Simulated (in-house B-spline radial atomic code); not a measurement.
Orbital energies and mean radii along the 36-electron series, configuration [Ar] 3d10 4s2 4p6. The effective charge is n√(-2ε), a non-relativistic measure. Computed with a radial B-spline atomic code at the basis-set limit: non-relativistic Hartree-Fock, average of the configuration, point nuclei.

This level leaves out relativity, spin-orbit splitting included, which matters for heavy ions.

```tsv
ion	Z	energy of 3s (Eh)	mean radius of 3s (bohr)	energy of 4p (Eh)	mean radius of 4p (bohr)	energy of 2s (Eh)	mean radius of 2s (bohr)	effective charge of 3s
Tc7+	43	-24.065	0.42364	-5.5473	1.1027	-113.08	0.15437	20.813
Ru8+	44	-26.451	0.41102	-6.5498	1.0454	-120.31	0.15057	21.82
Rh9+	45	-28.956	0.3991	-7.6193	0.99439	-127.79	0.14696	22.83
Pd10+	46	-31.577	0.38783	-8.7552	0.94866	-135.53	0.14351	23.841
Ag11+	47	-34.315	0.37717	-9.9569	0.90734	-143.52	0.14022	24.853
Cd12+	48	-37.169	0.36706	-11.224	0.86979	-151.78	0.13707	25.866
In13+	49	-40.137	0.35747	-12.556	0.83547	-160.28	0.13406	26.879
Sn14+	50	-43.221	0.34836	-13.953	0.80395	-169.04	0.13118	27.892
Sb15+	51	-46.418	0.33969	-15.415	0.77489	-178.06	0.12841	28.905
Te16+	52	-49.73	0.33144	-16.94	0.74798	-187.33	0.12576	29.919
I17+	53	-53.155	0.32357	-18.53	0.723	-196.85	0.12322	30.932
Xe18+	54	-56.693	0.31606	-20.184	0.69972	-206.63	0.12077	31.945
Cs19+	55	-60.345	0.30889	-21.902	0.67797	-216.65	0.11842	32.958
Ba20+	56	-64.11	0.30203	-23.683	0.65759	-226.93	0.11615	33.97
La21+	57	-67.987	0.29546	-25.529	0.63846	-237.47	0.11397	34.982
Ce22+	58	-71.977	0.28918	-27.437	0.62046	-248.25	0.11187	35.994
Pr23+	59	-76.08	0.28315	-29.409	0.60349	-259.29	0.10985	37.006
Nd24+	60	-80.296	0.27736	-31.445	0.58746	-270.58	0.1079	38.017
Pm25+	61	-84.623	0.27181	-33.543	0.57229	-282.12	0.10601	39.028
Sm26+	62	-89.063	0.26647	-35.705	0.55791	-293.91	0.10419	40.039
Eu27+	63	-93.615	0.26134	-37.93	0.54426	-305.95	0.10243	41.05
Gd28+	64	-98.279	0.2564	-40.219	0.53128	-318.25	0.10072	42.06
```

Task: How does the screening of 3s change?

Result: Z less the effective charge goes from 22.19 at Z = 43 to 21.94 at Z = 64.
